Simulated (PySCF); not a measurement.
Job file and geometry (Å, from GFN2-xTB) of an NMR shielding run on SMILES [C@H]1(CC#N)[SiH2]O[SiH2]C1=O, C$_{4}$H$_{7}$NO$_{2}$Si$_{2}$, GIAO PBE0/pcSseg-1 NMR shielding, non-relativistic, gas phase (PySCF 2.14.0, density-fitted response routines); density fitting, a coarse starting grid and PySCF grid level 2 are the driver's defaults:

```
$ OMP_NUM_THREADS=1 python probes_run.py task.json out

{"job": {"kind": "nmr", "xc": "PBE0", "basis": "pcSseg-1"}, "charge": 0, "multiplicity": 1}
N      3.540946     1.103804     0.050399
C      2.740591     0.287799     0.005560
C      1.706095    -0.706579    -0.039913
C      0.359168    -0.094621     0.357233
Si    -0.314337     1.361466    -0.692889
O     -1.911580     1.113375    -0.410944
Si    -2.467715    -0.257959     0.301681
C     -0.747609    -1.133078     0.390026
O     -0.528663    -2.321023     0.344189
H      1.647772    -1.112488    -1.053989
H      1.962481    -1.529774     0.635513
H      0.427566     0.276959     1.387873
H      0.000855     2.668957    -0.145370
H     -0.061043     1.160202    -2.114011
H     -3.366071    -0.907575    -0.636464
H     -2.996054     0.099481     1.609697
```

Problem. What does the program print?

Solution. 
```
coarse grid: 15168 points
cycle   1  E = -939.8438037692  dE =  1.456e+00  |g| = 1.106e+00  |ddm| = 3.953e+00
cycle   2  E = -939.0986183382  dE =  7.452e-01  |g| = 2.232e+00  |ddm| = 3.188e+00
cycle   3  E = -940.0697627847  dE = -9.711e-01  |g| = 2.271e-01  |ddm| = 2.464e+00
cycle   4  E = -940.0778698518  dE = -8.107e-03  |g| = 1.302e-01  |ddm| = 2.907e-01
cycle   5  E = -940.0810116711  dE = -3.142e-03  |g| = 3.283e-02  |ddm| = 1.247e-01
cycle   6  E = -940.0812227753  dE = -2.111e-04  |g| = 1.059e-02  |ddm| = 3.349e-02
cycle   7  E = -940.0812418331  dE = -1.906e-05  |g| = 4.842e-03  |ddm| = 8.943e-03
cycle   8  E = -940.0812462581  dE = -4.425e-06  |g| = 1.204e-03  |ddm| = 4.605e-03
final grid: 139696 points
cycle   9  E = -940.1534708230  dE = -1.002e-05  |g| = 1.321e-02  |ddm| = 2.670e-02
cycle  10  E = -940.1533802685  dE =  9.055e-05  |g| = 2.550e-02  |ddm| = 3.154e-02
cycle  11  E = -940.1535028736  dE = -1.226e-04  |g| = 2.600e-03  |ddm| = 2.150e-02
cycle  12  E = -940.1535041607  dE = -1.287e-06  |g| = 5.028e-04  |ddm| = 2.247e-03
cycle  13  E = -940.1535042019  dE = -4.123e-08  |g| = 1.900e-04  |ddm| = 4.731e-04
cycle  14  E = -940.1535042084  dE = -6.449e-09  |g| = 9.645e-05  |ddm| = 2.027e-04
cycle  15  E = -940.1535042102  dE = -1.826e-09  |g| = 2.288e-05  |ddm| = 8.425e-05
cycle  16  E = -940.1535042103  dE = -1.003e-10  |g| = 5.356e-06  |ddm| = 1.993e-05
converged SCF energy = -940.1535042103

GIAO shielding tensors (ppm)
atom      isotropic    diamagn.    paramagn.     s11        s22        s33       span
  0 N      -35.078     339.728    -374.806   -202.307   -198.327    295.402    497.709
  1 C       62.198     260.278    -198.081    -58.263    -48.827    293.684    351.947
  2 C      175.590     246.816     -71.226    169.242    175.307    182.220     12.979
  3 C      137.002     262.901    -125.899     95.036    138.412    177.558     82.522
  4 Si     356.846     881.440    -524.594    324.656    342.368    403.514     78.857
  5 O      309.307     399.659     -90.352    235.508    336.505    355.909    120.402
  6 Si     390.409     880.539    -490.130    324.725    382.597    463.904    139.178
  7 C      -59.493     251.873    -311.366   -155.942   -106.672     84.135    240.077
  8 O     -489.766     400.052    -889.818  -1387.229   -487.054    404.985   1792.213
  9 H       29.757      29.496       0.261     25.671     28.086     35.513      9.842
 10 H       28.755      28.221       0.534     23.640     27.580     35.046     11.406
 11 H       29.144      35.016      -5.872     25.455     30.143     31.833      6.379
 12 H       25.951      30.421      -4.470     22.434     25.018     30.403      7.969
 13 H       26.469      30.477      -4.008     22.759     25.511     31.138      8.380
 14 H       26.935      28.692      -1.758     23.544     24.697     32.563      9.020
 15 H       26.576      29.031      -2.455     22.983     24.940     31.806      8.823
```

Problem. Turn these shieldings into chemical shifts. Shifts are taken against calculated references (same method and geometry level): NH3 for ¹⁵N (σref 267.73); TMS for ¹³C (σref 186.93) and ²⁹Si (σref 349.16) and ¹H (σref 31.72); H2O for ¹⁷O (σref 336.08).

Solution. Averaging equivalent atoms: N 0: 302.8; C 7: 246.4; C 1: 124.7; C 3: 49.9; C 2: 11.3; Si 4: -7.7; Si 6: -41.3; O 8: 825.8; O 5: 26.8; H 12: 5.77; H 13: 5.25; H 15: 5.14; H 14: 4.78; H 10: 2.96; H 11: 2.57; H 9: 1.96 ppm. Unscaled 17O shifts of doubly bonded oxygen tend to come out too high, by tens of ppm or more. Experimental scales use liquid or dissolved standards, which lie at an offset from isolated NH3 (liquid NH3: subtract about 20 ppm) and H2O (liquid H2O: subtract about 36 ppm). Unscaled 15N shifts of sp2 nitrogen come out 20 to 40 ppm too high even then.

Size and cost of the density-fitted run: 202 basis functions, 38 s wall time on 1 thread of an Arm Neoverse V2, shared host; peak memory 0.91 GiB.
